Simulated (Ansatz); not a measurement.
Ga(F)(OH)(OMe) (CH₄FGaO₂), SMILES [O](C)[Ga]([OH])[F].

Geometry optimised at PBE0-D3(BJ)/def2-SVP. The structure was generated by enumeration; whether it is a known compound was not checked. One conformer was computed; it need not be the lowest.

Two levels are set side by side: PBE/def2-SVPD (Ansatz, an electronic-structure program) and CAM-B3LYP/def2-SVPD (Ansatz). Energy differences of separate SCF runs at the same geometry; the states with an electron removed or added have multiplicity 2 and 2. Differences are taken from unrounded values.

| quantity | CAM-B3LYP |
|---|---|
| vertical ionisation energy (eV) | 10.92 |
| vertical singlet–triplet gap (eV) | 5.61 |

### Question
What does PBE give, and how far is it from CAM-B3LYP? (Estimate from the structure and the level; the computed values follow.)

### Answer

```json
[
 {"quantity": "vertical ionisation energy (eV)", "PBE": "10.31", "PBE minus CAM-B3LYP": "-0.61"},
 {"quantity": "vertical singlet–triplet gap (eV)", "PBE": "4.87", "PBE minus CAM-B3LYP": "-0.74"}
]
```
